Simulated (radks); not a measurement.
Ca+, 19 electrons, occupied as [Ar] 3d1 (not the ground configuration).

Method: scalar-relativistic Kohn-Sham, LDA (Slater exchange, Perdew-Wang correlation), spin-unpolarised, spherical densities, finite nucleus; Fermi nuclear charge, rms radius 3.4776 fm; computed with a radial shooting solver on a logarithmic mesh with Libxc functionals.

Energy parts (hartree):
part                       energy
total                  -678.40409
kinetic                 682.57868
electron-nucleus      -1610.80174
Hartree                 284.12397
exchange-correlation    -34.30500

Orbitals (lengths in bohr, moments of r in powers of bohr; <r^-3> diverges for s and p1/2; r(max) is where P^2 peaks):
orbital  occ.  eigenvalue (hartree)   r(max)     <r^2>  <r^-3>
1s          2             -144.8408  0.05040  0.007977       -
2s          2             -15.27752   0.3006    0.1582       -
2p          6             -12.39397   0.2464    0.1334   186.8
3s          2              -1.83225   0.9960     1.578       -
3p          6              -1.14596    1.053     1.977   19.30
3d          1              -0.21533    1.361     7.364  0.7887

The highest occupied level is 3d at -5.859 eV. Summed over all electrons, <r^2> = 23.52 bohr^2, which gives a Langevin (diamagnetic) susceptibility term of -18.6 x 10^-6 cm^3/mol. The density falls to 0.001 e/bohr^3 at r = 3.59 bohr. The electron density at the nucleus is 6145 e/bohr^3 (large components only).
